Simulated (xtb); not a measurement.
C4H9Cl3Sn, charge +1, doublet, at a GFN2-xTB geometry (such geometries of metal compounds can be far from the true shape) (a state made from the parent by changing its charge; the spin is typed, not shown lowest). Base run: xtb with GFN2-xTB.

Input for xtb:
```
$ xtb mol.xyz --gfn 2 --chrg 1 --uhf 1 --json

# file mol.xyz
17

C     -4.42938969    -0.28249207    -0.28852602
C     -2.99359850    -0.38649328    -0.77681013
C     -2.25064595    -1.56577440    -0.16066049
C     -0.91631587    -1.85344683    -0.66075190
Sn     0.71012709     0.04566239     0.05704860
Cl     0.42290503     1.66408285    -1.61357812
Cl    -0.18269003     0.77482334     2.09647737
Cl     2.93970276    -0.59732947     0.26558710
H     -5.02666162    -1.12366116    -0.63363030
H     -4.88882938     0.62304862    -0.67480290
H     -4.47234402    -0.24992164     0.79701834
H     -2.45940790     0.52995594    -0.49068322
H     -2.97259775    -0.44795573    -1.86694027
H     -2.28843996    -1.53549141     0.93501567
H     -2.82374603    -2.47976949    -0.41820235
H     -0.35901484    -2.65012005    -0.18186362
H     -0.73421529    -1.72676902    -1.72211863
```

Each row names what was changed in the base input (with any setting that the change needs).

```
change        ΔE vs base (kJ/mol)  SCF cycles
------------  -------------------  ----------
base                         0.00          22
acc = 1000                   0.13          11
etemp = 5000                -86.7          21
etemp = 3000                -28.3          22
acc = 30                     0.00          15
gbsa = water               -214.6          21
```

ALPB and GBSA are two models with their own fitted parameters for each solvent, which aren't always the measured dielectric constant.
